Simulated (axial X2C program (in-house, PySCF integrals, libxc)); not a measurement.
# BiB along the bond: HF, 2c

Computed with an axial X2C code built on PySCF integrals. Two-component (2c) means X2C with spin–orbit coupling and atomic mean-field two-electron Coulomb and Gaunt terms. Basis: Bi dyall-cv3z [12s14p10d6f1g], B dyall-v3z [7s6p2d1f] (cores contracted in-house); Gaussian nuclei, density fitting, unrestricted open shells. Masses: Bi 208.980 u, B 11.009 u.

State: Ω = 2 (⟨Sz⟩ = 0.95, ⟨Lz⟩ = 1.05 at HF). Dipoles are positive if B is the positive end.

```csv
R (Å),μ (D),HOMO (eV),LUMO (eV)
1.976,-1.069,-8.09,-0.44
2.042,-1.130,-8.04,-0.39
2.107,-1.196,-7.99,-0.35
2.172,-1.270,-7.96,-0.32
2.248,-1.374,-7.91,-0.29
2.324,-1.499,-7.76,-0.26
2.422,-1.694,-7.60,-0.25
```

Question: The minimum lies at 2.185 Å. What is the dipole moment there, and its slope?

Answer: At HF, 2c, with the sign and origin stated: μ = -1.29 D, dμ/dR = -1.28 D/Å.

One determinant describes the state; a PBE0 search over occupations chose it and may have missed a lower one. Other states lie close and PBE0, whose exact exchange favours high spin, may order them wrongly; the determinant shown need not be the ground state. The nearest other spin-free determinant of the search, M_S = 0, Λ = 1, lies 0.13 eV up at the distance of the search. With several unpaired electrons one determinant need not be a pure state. A state of lower Ω lies just above, and one determinant can place such states too high, so the state shown need not be the lowest. The search has Ω = 1 only 0.09 eV up. Open-shell Ω = 0 determinants with evenly filled partner blocks cannot be reached by this program, so the Ω shown need not be the lowest component. The determinant is spin-polarised beyond a pure state at some levels (its spin-free form has ⟨S²⟩ too high), which makes Re and μ there less reliable.
